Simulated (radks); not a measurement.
Yb XX, 51 electrons, occupied as [Kr] 4d10 4f5.

Calculated with a radial shooting solver on a logarithmic mesh with Libxc functionals: Dirac Kohn-Sham, LB94 model potential, spin-unpolarised, spherical densities, finite nucleus; open shells fill j = l - 1/2 first; Fermi nuclear charge, rms radius 5.3108 fm.

Energy parts (hartree):
kinetic: 15529.5568
electron-nucleus: -33678.6484
Hartree: 4484.7287
(The LB94 potential has no energy functional, so no total or exchange-correlation energy is given.)

Orbitals (lengths in bohr, moments of r in powers of bohr; r(max) is where P^2 peaks):
orbital  occ.  eigenvalue (hartree)   r(max)  small-component weight
1s1/2       2             -2274.389  0.01236                6.91e-02
2s1/2       2             -401.6130  0.07070                1.55e-02
2p1/2       2             -384.3191  0.05286                1.56e-02
2p3/2       4             -345.5245  0.05932                1.42e-02
3s1/2       2             -105.7619   0.1996                5.03e-03
3p1/2       2             -98.04021   0.1873                4.99e-03
3p3/2       4             -89.80805   0.2007                4.61e-03
3d3/2       4             -76.56151   0.1579                4.49e-03
3d5/2       6             -74.75992   0.1617                4.38e-03
4s1/2       2             -35.26529   0.4502                1.72e-03
4p1/2       2             -32.10904   0.4501                1.65e-03
4p3/2       4             -30.09994   0.4770                1.51e-03
4d3/2       4             -24.84297   0.4722                1.37e-03
4d5/2       6             -24.45020   0.4805                1.33e-03
4f5/2       5             -17.91683   0.4297                1.08e-03
4f7/2       0             -17.83172   0.4333                1.07e-03
5s1/2       0             -16.83617   0.9113                6.70e-04
5p1/2       0             -15.57226   0.9394                6.37e-04
5p3/2       0             -14.94158   0.9827                6.05e-04

The highest occupied level is 4f5/2 at -487.54 eV. Summed over all electrons, <r^2> = 7.912 bohr^2, which gives a Langevin (diamagnetic) susceptibility term of -6.27 x 10^-6 cm^3/mol. The density falls to 0.001 e/bohr^3 at r = 1.55 bohr. The electron density at the nucleus is 1.026e+06 e/bohr^3. For comparison, the ionisation energy in NIST's Atomic Spectra Database is 505 eV (theoretical). In exact Kohn-Sham theory the highest level is minus the ionisation energy, but local and semilocal functionals leave it too shallow, through self-interaction and a potential that decays too fast; potentials with the right tail come closer.

Beside tabulated values, note that spin-unpolarised runs miss the spin-polarisation part of the exchange energy of open shells.
